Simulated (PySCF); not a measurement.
Isomers of C8H9P, mass 136.044 u with the commonest isotopes. Computed with PBE0/pcSseg-1 in PySCF (dipole) on a GFN2-xTB geometry, gas phase. One conformer each, none proved a minimum here; rigid rotors.

Question: Order these by rotational constant A, smallest first.
A. `[cH:1]1[cH:2][cH:3][c:4]([P:5]2[CH2:6][CH2:7]2)[cH:8][cH:9]1` with C3–C4–P5–C6 -68°
B. `[cH:1]1[cH:2][cH:3][c:4]([CH:5]2[CH2:6][CH2:7]2)[p:8][cH:9]1` with C3–C4–C5–C6 -145°
C. `[CH:1]#[C:2][CH2:3][P:4]1[C:5]([CH3:6])=[C:7]1[CH:8]=[CH2:9]` with C2–C3–P4–C5 127°, C5–C7–C8–C9 -174°
D. `[CH2:1]=[P:2][c:3]1[cH:4][cH:5][cH:6][cH:7][c:8]1[CH3:9]` with C1–P2–C3–C4 -49°
E. `[cH:1]1[cH:2][cH:3][c:4]2[c:5]([cH:6]1)[CH2:7][CH2:8][PH:9]2` with C4–C5–C7–C8 -22°, C5–C7–C8–P9 32°, C7–C8–P9–C4 -27°, C3–C4–P9–C8 -164°

Answer: C (1748 MHz), D (2368 MHz), E (2858 MHz), B (3151 MHz), A (3404 MHz).

Question: Order these by out-of-plane moment Σ m c² = (Ia + Ib − Ic)/2, largest first.
A. `[cH:1]1[cH:2][cH:3][c:4]2[c:5]([cH:6]1)[CH2:7][CH2:8][PH:9]2` with C4–C5–C7–C8 -22°, C5–C7–C8–P9 32°, C7–C8–P9–C4 -27°, C3–C4–P9–C8 -164°
B. `[cH:1]1[cH:2][cH:3][c:4]([P:5]2[CH2:6][CH2:7]2)[cH:8][cH:9]1` with C3–C4–P5–C6 -68°
C. `[cH:1]1[cH:2][p:3][cH:4][c:5]([CH:6]2[CH2:7][CH2:8]2)[cH:9]1` with C4–C5–C6–C7 -144°
D. `[CH2:1]=[P:2][c:3]1[cH:4][cH:5][cH:6][cH:7][c:8]1[CH3:9]` with C1–P2–C3–C4 -49°
E. `[CH:1]#[C:2][CH2:3][P:4]1[C:5]([CH3:6])=[C:7]1[CH:8]=[CH2:9]` with C2–C3–P4–C5 127°, C5–C7–C8–C9 -174°

Answer: E (43.72 u·Å²), B (41.11 u·Å²), C (19.77 u·Å²), D (15.33 u·Å²), A (8.12 u·Å²).

Question: Order these by radius of gyration √(Σ m r²/M), largest first.
A. `[cH:1]1[cH:2][cH:3][c:4]([CH:5]2[CH2:6][CH2:7]2)[p:8][cH:9]1` with C3–C4–C5–C6 -145°
B. `[CH2:1]=[P:2][c:3]1[cH:4][cH:5][cH:6][cH:7][c:8]1[CH3:9]` with C1–P2–C3–C4 -49°
C. `[cH:1]1[cH:2][cH:3][c:4]([P:5]2[CH2:6][CH2:7]2)[cH:8][cH:9]1` with C3–C4–P5–C6 -68°
D. `[cH:1]1[cH:2][cH:3][c:4]2[c:5]([cH:6]1)[CH2:7][CH2:8][PH:9]2` with C4–C5–C7–C8 -22°, C5–C7–C8–P9 32°, C7–C8–P9–C4 -27°, C3–C4–P9–C8 -164°
E. `[CH:1]#[C:2][CH2:3][P:4]1[C:5]([CH3:6])=[C:7]1[CH:8]=[CH2:9]` with C2–C3–P4–C5 127°, C5–C7–C8–C9 -174°

Answer: E (2.265 Å), C (2.184 Å), B (2.153 Å), A (2.131 Å), D (2.065 Å).

```tsv
SMILES	point group	Ia (u·Å²)	Ib (u·Å²)	Ic (u·Å²)	κ	μa (D)	μb (D)	μc (D)
c1ccc(P2CC2)cc1	Cs	148.46	541.28	607.53	-0.92	0.53	0.00	1.28
C#CCP1C(C)=C1C=C	C1	289.05	452.36	653.97	-0.29	1.65	0.41	1.41
c1cpcc(C2CC2)c1	Cs	146.44	567.53	674.42	-0.90	2.02	0.91	0.00
c1ccc(C2CC2)pc1	Cs	160.40	476.98	598.00	-0.81	0.16	1.43	0.00
C=Pc1ccccc1C	C1	213.40	432.46	615.19	-0.55	0.90	0.21	0.67
c1ccc2c(c1)CCP2	C1	176.82	411.36	571.93	-0.65	0.35	1.39	0.30
```
